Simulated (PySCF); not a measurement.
benzobisthiadiazole (C₆H₂N₄S₂), SMILES c1c2c(cc3nsnc13)N=S=N2.

Geometry: B3LYP-D3(BJ)/def2-SVP.

The numbers are results of HF/def2-SVP (PySCF), not measurements.

Symmetry labels are those of the subgroup D2h that the program uses (full group D2h).

Computed valence orbital energies around the gap with their symmetry:
| orbital | symmetry | energy (eV) |
|---|---|---|
| HOMO−7 | Ag | -13.33 |
| HOMO−6 | B2g | -13.21 |
| HOMO−5 | B1u | -13.03 |
| HOMO−4 | B3g | -12.98 |
| HOMO−3 | B3u | -12.82 |
| HOMO−2 | Au | -12.01 |
| HOMO−1 | B1g | -9.62 |
| HOMO | B2g | -8.02 |
| LUMO | B3u | -1.09 |
| LUMO+1 | B1g | 2.04 |
| LUMO+2 | B3u | 4.28 |
| LUMO+3 | Au | 4.40 |
